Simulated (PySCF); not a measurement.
**Mg (magnesium, neutral) across methods**

[Ne] 3p2, high-spin 3P determinant (an excited configuration). All numbers are calculated (PySCF 2.14, the spin-free X2C one-electron Hamiltonian (Gaussian nucleus), in aug-cc-pCVTZ-DK (8s7p5d3f, 75 functions)).

| method | E (hartree) | mean ε 2p α (eV) | mean ε 2p β (eV) | mean ε 3p α (eV) | Σ⟨r²⟩ (bohr²) | ⟨S²⟩ |
| --- | --- | --- | --- | --- | --- | --- |
| CAM-B3LYP | -200.1297 | -55.603 | -55.445 | -4.253 | 41.14 | 2.000 |
| PBE0 | -200.0415 | -54.385 | -54.210 | -3.570 | 41.15 | 2.000 |
| LDA | -199.1995 | -50.231 | -50.088 | -3.000 | 40.91 | 2.000 |
| LC-wPBE | -200.0531 | -56.113 | -55.992 | -5.161 | 41.28 | 2.000 |
| r2SCAN | -200.1233 | -51.652 | -51.522 | -3.089 | 40.92 | 2.000 |
| PBE | -200.0306 | -50.140 | -50.000 | -3.026 | 40.63 | 2.000 |
| M06 | -200.1334 | -54.853 | -54.735 | -3.284 | 42.32 | 2.000 |
| UHF | -199.68807 | -66.045 | -65.770 | -4.835 | 44.30 | 2.000 |

(1) Estimate the same row for r2SCANh.

Answers

(1) E (hartree) = -200.1183; mean ε 2p α (eV) = -53.167; mean ε 2p β (eV) = -53.023; mean ε 3p α (eV) = -3.287; Σ⟨r²⟩ (bohr²) = 41.14; ⟨S²⟩ = 2.000.
